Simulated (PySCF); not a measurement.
Record of a relaxation.

Sn(iPr)H3, C3H10Sn.
Bonds: Sn1–C2, C2–C3, C2–C4. Hydrogens: H12, H13, H14 on Sn1; H5 on C2; H6, H7, H8 on C3; H9, H10, H11 on C4.

Method: PySCF, PBE0-D3(BJ)/def2-SVP geometry optimisation, gas phase, def2 core potentials past Kr; density fitting, grid level 1; the optimiser is geomeTRIC in internal coordinates, started from a GFN2-xTB structure with every atom displaced at random (about 0.03 Å). The frame can shift and turn from step to step; on so coarse a grid that alone can change the energy by a few meV, and forces under 0.02 eV/Å are noise.

Step 0: E = -9098.0583 eV, largest atomic force 6.623 eV/Å
```
atom  x, y, z in Å  |  force x, y, z in eV/Å
Sn1     0.250    0.289   -1.801   -1.843   1.961   0.028
C2      0.160    0.314    0.372    2.352  -0.071  -1.496
C3      0.905   -0.863    0.880    3.505   1.367   0.988
C4     -1.144    0.327    0.899   -6.250  -0.302   2.173
H5      0.659    1.228    0.673    0.548   0.524   0.041
H6      1.982   -0.824    0.543   -0.680  -0.177   0.029
H7      0.539   -1.801    0.598   -1.038  -1.863  -0.515
H8      1.029   -0.816    1.980   -0.418  -0.199   0.000
H9     -1.236    0.367    2.057    0.560  -0.110  -1.404
H10    -1.813    1.174    0.584    0.613  -0.290   0.003
H11    -1.795   -0.592    0.631    1.017   0.945   0.246
H12     1.744    0.354   -2.442    1.358  -0.042  -0.405
H13    -0.655    1.740   -2.480    0.651  -0.831   0.542
H14    -0.645   -0.943   -2.451   -0.375  -0.912  -0.230
```

Step 1: E = -9098.7374 eV, largest atomic force 1.144 eV/Å
```
atom  x, y, z in Å  |  force x, y, z in eV/Å
Sn1     0.202    0.336   -1.808    0.115  -0.387  -0.148
C2      0.163    0.322    0.373    0.650  -0.173  -0.326
C3      0.985   -0.864    0.879    0.303   0.150   0.249
C4     -1.242    0.347    0.904   -1.047  -0.075   0.455
H5      0.686    1.251    0.659   -0.052   0.018  -0.005
H6      2.034   -0.850    0.528   -0.210   0.071  -0.133
H7      0.556   -1.834    0.583   -0.085  -0.030   0.026
H8      1.065   -0.848    1.983   -0.195  -0.076  -0.009
H9     -1.278    0.382    2.011    0.224   0.009  -0.042
H10    -1.860    1.202    0.575    0.307   0.049  -0.129
H11    -1.840   -0.546    0.641    0.249  -0.051  -0.125
H12     1.822    0.391   -2.453   -0.319  -0.115   0.189
H13    -0.621    1.686   -2.388   -0.222   0.498  -0.157
H14    -0.692   -1.018   -2.443    0.282   0.112   0.153
```

Step 2: E = -9098.7981 eV, largest atomic force 0.334 eV/Å
```
atom  x, y, z in Å  |  force x, y, z in eV/Å
Sn1     0.182    0.347   -1.811   -0.185   0.215  -0.177
C2      0.173    0.318    0.367    0.265  -0.053  -0.088
C3      0.989   -0.865    0.888   -0.150  -0.006   0.021
C4     -1.247    0.339    0.903   -0.142   0.053   0.089
H5      0.691    1.253    0.650   -0.074  -0.023   0.015
H6      2.027   -0.851    0.523    0.028   0.001  -0.057
H7      0.541   -1.832    0.591    0.055   0.102   0.039
H8      1.040   -0.853    1.992   -0.054  -0.010  -0.019
H9     -1.255    0.376    2.005    0.046   0.009   0.111
H10    -1.828    1.205    0.552    0.045   0.048  -0.041
H11    -1.813   -0.561    0.622    0.006  -0.111  -0.078
H12     1.796    0.368   -2.418   -0.091  -0.030   0.034
H13    -0.660    1.749   -2.414    0.166  -0.219   0.126
H14    -0.656   -1.038   -2.405    0.084   0.023   0.026
```

Step 3: E = -9098.8067 eV, largest atomic force 0.093 eV/Å
```
atom  x, y, z in Å  |  force x, y, z in eV/Å
Sn1     0.172    0.353   -1.814   -0.030  -0.014   0.052
C2      0.176    0.321    0.362    0.067  -0.009  -0.022
C3      0.984   -0.861    0.885   -0.090  -0.006  -0.024
C4     -1.246    0.338    0.906    0.033   0.013   0.007
H5      0.686    1.257    0.648   -0.021  -0.001   0.015
H6      2.021   -0.849    0.517    0.037  -0.024   0.011
H7      0.532   -1.823    0.589    0.037   0.035   0.005
H8      1.022   -0.852    1.989    0.015   0.002   0.000
H9     -1.242    0.372    2.010   -0.019  -0.004  -0.008
H10    -1.814    1.210    0.549   -0.039   0.002   0.017
H11    -1.800   -0.569    0.612   -0.022   0.011   0.008
H12     1.778    0.363   -2.410    0.064  -0.008  -0.032
H13    -0.652    1.736   -2.402   -0.023   0.058  -0.009
H14    -0.638   -1.042   -2.397   -0.009  -0.054  -0.021
```

Step 4: E = -9098.8077 eV, largest atomic force 0.038 eV/Å
```
atom  x, y, z in Å  |  force x, y, z in eV/Å
Sn1     0.173    0.352   -1.816   -0.022  -0.002   0.009
C2      0.176    0.321    0.361    0.032   0.000  -0.019
C3      0.984   -0.860    0.885   -0.021   0.006  -0.004
C4     -1.245    0.340    0.907   -0.005  -0.004   0.006
H5      0.684    1.258    0.649   -0.006   0.004   0.004
H6      2.023   -0.851    0.520    0.001  -0.004   0.007
H7      0.535   -1.822    0.587    0.008   0.002  -0.003
H8      1.021   -0.851    1.989    0.006  -0.001   0.002
H9     -1.242    0.372    2.012   -0.003  -0.004  -0.009
H10    -1.818    1.212    0.555   -0.004  -0.003   0.006
H11    -1.803   -0.566    0.613   -0.005   0.011   0.004
H12     1.782    0.361   -2.415    0.004  -0.005  -0.007
H13    -0.653    1.740   -2.402    0.004   0.005   0.004
H14    -0.636   -1.049   -2.400    0.011  -0.005  -0.001
```

Step 5: E = -9098.8078 eV, largest atomic force under 0.02 eV/Å
```
atom  x, y, z in Å  |  force x, y, z in eV/Å
Sn1     0.172    0.351   -1.816   -0.005  -0.001  -0.001
C2      0.176    0.322    0.360    0.004   0.002  -0.002
C3      0.983   -0.859    0.884    0.000   0.003   0.004
C4     -1.245    0.340    0.907    0.000   0.000  -0.002
H5      0.684    1.259    0.649    0.000   0.001  -0.001
H6      2.023   -0.851    0.522    0.000   0.002   0.002
H7      0.536   -1.822    0.586   -0.002  -0.005  -0.003
H8      1.019   -0.851    1.988    0.000   0.000   0.001
H9     -1.241    0.370    2.011    0.001  -0.002   0.003
H10    -1.819    1.213    0.558    0.002   0.002   0.001
H11    -1.805   -0.563    0.613   -0.002   0.000  -0.002
H12     1.782    0.359   -2.418   -0.004  -0.002  -0.002
H13    -0.653    1.740   -2.401    0.003  -0.001   0.002
H14    -0.632   -1.052   -2.400    0.005   0.000   0.001
```

Problem. Summarise the path.

Solution. The energy falls by 72.32 kJ/mol from step 0 to step 5; nine tenths of that is first reached at step 1. It falls at every step. The largest force goes from 6.623 to under 0.02 eV/Å. Among the bonds Sn1–H13 changes most, from 1.840 to 1.718 Å; the atoms move by 0.067 Å rms after alignment.

What follows is the cost of the whole optimisation. Hardware: an Intel Xeon at 2.50 GHz with one thread, shared host with 64 logical CPUs at a one-minute load of 54. Cost: 99 s, 0.50 GiB resident at most.
